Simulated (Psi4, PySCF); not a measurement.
Input for PySCF:
```python
from pyscf import gto, scf, dft

mol = gto.Mole()
mol.atom = '''
    C    -0.57340588   -1.04248401   -0.84747629
    N     0.22580332   -0.27232099   -0.07484776
    C     1.57408486   -0.72022017    0.18317111
    C    -0.22793319    0.90634106    0.45338122
    O    -1.34568634    1.34977580    0.28262936
    H    -0.19354223   -1.95873990   -1.24751590
    H    -1.57037703   -0.70052078   -1.03182152
    H     1.56102399   -1.68796428    0.68836733
    H     2.08952465    0.00057103    0.81554840
    H     2.12384536   -0.82477924   -0.75424729
    H     0.53791799    1.41765245    1.05811220
'''
mol.basis = 'sto-3g'
mol.spin = 1
mol.verbose = 4
mol.build()

mf = dft.UKS(mol)
mf.xc = 'bhandhlyp'
mf.grids.atom_grid = (99, 590)
mf.grids.prune = None
mf.kernel()
```

Q: Give the equivalent Psi4 input.

A: Several could match; the one computed here: 
```
memory 2 GB

molecule {
0 2
  C    -0.57340588   -1.04248401   -0.84747629
  N     0.22580332   -0.27232099   -0.07484776
  C     1.57408486   -0.72022017    0.18317111
  C    -0.22793319    0.90634106    0.45338122
  O    -1.34568634    1.34977580    0.28262936
  H    -0.19354223   -1.95873990   -1.24751590
  H    -1.57037703   -0.70052078   -1.03182152
  H     1.56102399   -1.68796428    0.68836733
  H     2.08952465    0.00057103    0.81554840
  H     2.12384536   -0.82477924   -0.75424729
  H     0.53791799    1.41765245    1.05811220
}

set basis sto-3g
set reference uks
set scf_type pk
set puream true
set d_convergence 1e-8
set dft_radial_points 99
set dft_spherical_points 590

energy('bhhlyp')
print_variables()
```

Both were run: PySCF gave -244.495117 Eh and Psi4 -244.495117 Eh, 0.000 mEh apart.
